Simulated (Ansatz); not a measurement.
Input and output for `CC(C)(C)[CH2][Ga]([Cl])[Cl]`.

```yaml
crystal:
  periodic: [false, false, false]
  atoms:
    - {symbol: C, position_ang: [0.138041, -2.017966, 0.060196]}
    - {symbol: C, position_ang: [-0.204715, -0.195373, 0.504029]}
    - {symbol: C, position_ang: [1.423264, 0.658322, 1.016108]}
    - {symbol: C, position_ang: [-1.438192, -0.123564, 1.961416]}
    - {symbol: C, position_ang: [-0.977969, 0.723806, -0.991618]}
    - {symbol: Ga, position_ang: [0.575727, 1.161161, -2.833774]}
    - {symbol: Cl, position_ang: [2.040255, -0.662442, -4.143583]}
    - {symbol: Cl, position_ang: [0.960174, 3.641628, -3.774709]}
    - {symbol: H, position_ang: [0.672844, -2.679427, 1.129529]}
    - {symbol: H, position_ang: [-1.016270, -2.658966, -0.293044]}
    - {symbol: H, position_ang: [1.014876, -2.130274, -0.981320]}
    - {symbol: H, position_ang: [1.230180, 1.987054, 1.272945]}
    - {symbol: H, position_ang: [2.375855, 0.546492, 0.034043]}
    - {symbol: H, position_ang: [1.949972, 0.085767, 2.139123]}
    - {symbol: H, position_ang: [-1.686815, 1.167735, 2.333531]}
    - {symbol: H, position_ang: [-2.628925, -0.701212, 1.621657]}
    - {symbol: H, position_ang: [-0.944012, -0.788380, 3.048771]}
    - {symbol: H, position_ang: [-2.047710, 0.028965, -1.487260]}
    - {symbol: H, position_ang: [-1.436568, 1.956673, -0.616016]}
basis:
  gaussian: {orbitals: def2-TZVPD, fitting: {mean_field: cc-pVTZ-jkfit}, final_grid: {core_spheres: 5, valence_spheres: 4, degree: 11}}
magnetization: {spin_polarized: true, initial_magnetization: 0}
hamiltonian: {xc: {name: B97M-V}}
output: {forces: true}
```

```sh
$ ansatz run in.yaml --threads 4 --pin off --events-out ev --progress --plain --max-ram 46080MiB --backend cuda --devices 0, --max-vram 37GiB
```

Shortened log:

```
Functional definition: B97M-V
1174 factors; integrals over basis functions are off by at most 4.2e-1 eV
mean field evaluation 1: about -82746.8571 eV, gradient 4.9e1 eV
mean field evaluation 2: about -82613.5446 eV, gradient 1.4e2 eV
mean field evaluation 4: about -82759.7691 eV, gradient 1.5e1 eV
mean field evaluation 8: about -82761.1169 eV, gradient 5.6e-1 eV
mean field evaluation 16: about -82761.0313 eV, gradient 6.7e-2 eV
mean field -82761.03136668 eV, -3041.4118052836 hartree, gradient 1.9e-5 eV, S^2 0.000000; 0 other end points of the search recorded, 0 dependent functions left out
reference -82761.03148095 eV, -3041.4118094829 hartree; 53, 53 occupied and 377, 377 virtual orbitals, 1174 factors
Total energy: -82761.03148095 eV, -3041.4118094829 hartree
Atom 0 at     0.138041    -2.017966     0.060196 Å, force    -0.015595    -0.745849    -0.307020 eV/Å
Atom 1 at    -0.204715    -0.195373     0.504029 Å, force     0.397568    -0.246057     0.284189 eV/Å
Atom 2 at     1.423264     0.658322     1.016108 Å, force     0.539044     0.380377     0.170219 eV/Å
Atom 3 at    -1.438192    -0.123564     1.961416 Å, force    -0.864820     0.218411     0.487538 eV/Å
Atom 4 at    -0.977969     0.723806    -0.991618 Å, force    -2.127000     0.144629     1.238575 eV/Å
Atom 5 at     0.575727     1.161161    -2.833774 Å, force     0.267516     0.193341    -0.269928 eV/Å
Atom 6 at     2.040255    -0.662442    -4.143583 Å, force    -1.446021     1.676358     1.310584 eV/Å
Atom 7 at     0.960174     3.641628    -3.774709 Å, force    -0.266849    -2.322377     0.928100 eV/Å
Atom 8 at     0.672844    -2.679427     1.129529 Å, force    -1.704041     2.314811    -3.389029 eV/Å
Atom 9 at    -1.016270    -2.658966    -0.293044 Å, force     3.826539     2.189700     1.292190 eV/Å
Atom 10 at     1.014876    -2.130274    -0.981320 Å, force    -2.901524     0.612093     3.331834 eV/Å
Atom 11 at     1.230180     1.987054     1.272945 Å, force     0.573685    -4.442942    -0.933932 eV/Å
Atom 12 at     2.375855     0.546492     0.034043 Å, force    -3.147495     0.257762     3.033722 eV/Å
Atom 13 at     1.949972     0.085767     2.139123 Å, force    -1.874287     1.797084    -3.625478 eV/Å
Atom 14 at    -1.686815     1.167735     2.333531 Å, force     0.909918    -4.242773    -1.292582 eV/Å
Atom 15 at    -2.628925    -0.701212     1.621657 Å, force     4.097511     1.837341     1.016289 eV/Å
Atom 16 at    -0.944012    -0.788380     3.048771 Å, force    -1.429882     2.120857    -3.632104 eV/Å
Atom 17 at    -2.047710     0.028965    -1.487260 Å, force     3.594358     2.074487     1.521401 eV/Å
Atom 18 at    -1.436568     1.956673    -0.616016 Å, force     1.571375    -3.817256    -1.164569 eV/Å
Dipole moment:    -0.740505    -0.403810     1.199744 e Å
```

Run time 4.9 s (4 threads of an AMD EPYC 7R13 on a shared host and a share of an NVIDIA H100 80 GB); peak host memory 1.1 GiB.
